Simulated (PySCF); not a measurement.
C₃H₅O, SMILES [C](CC)=O, multiplicity 2. Atoms are numbered in the order given.

```xyz
9

C     -1.7422    -0.0511    -0.2779
C     -0.2773    -0.4472    -0.4542
C      0.7013     0.4787     0.2424
O      1.7914     0.2310     0.6600
H     -2.4034    -0.7237    -0.8582
H     -2.0479    -0.1093     0.7858
H     -1.9165     0.9881    -0.6205
H     -0.0702    -1.4901    -0.1210
H      0.0155    -0.3954    -1.5282
```
Charge 0, spin multiplicity 2.

Coordinates come from a PBE-D3(BJ)/def2-SVP optimisation. The isomer is the one that the SMILES or the coordinates give; other isomers of the formula were not compared. One conformer was computed; it need not be the lowest.

All values below come from PBE0/pcH-1 run with PySCF.

Unrestricted Kohn–Sham, ⟨S²⟩ = 0.753. Hyperfine tensors hold the contact and dipolar terms, without spin-orbit corrections.

Computed hyperfine couplings:
| nucleus | A(iso) (MHz) | A(iso) (G) | dipolar principal values (MHz) |
|---|---|---|---|
| 13C no. 1 | 3.9 | 1.4 | -1.0, -0.8, 1.8 |
| 13C no. 2 | 153.3 | 54.7 | -15.4, -14.0, 29.4 |
| 13C no. 3 | 343.1 | 122.4 | -50.5, -46.0, 96.5 |
| 17O no. 4 | -37.7 | -13.5 | -107.2, 48.9, 58.4 |
| 1H no. 5 | -1.1 | -0.4 | -2.0, -1.4, 3.4 |
| 1H no. 6 | 0.4 | 0.1 | -3.3, -2.2, 5.5 |
| 1H no. 7 | -0.4 | -0.2 | -3.8, -2.7, 6.5 |
| 1H no. 8 | 35.3 | 12.6 | -8.8, -1.8, 10.6 |
| 1H no. 9 | -9.5 | -3.4 | -8.9, -4.6, 13.5 |

And the g tensor (effective nuclear charges for spin-orbit coupling, GIAO)? (An estimate is asked for; the answer gives what the named calculation found.)

principal values 1.9943, 2.0020, 2.0046; isotropic 2.0003.
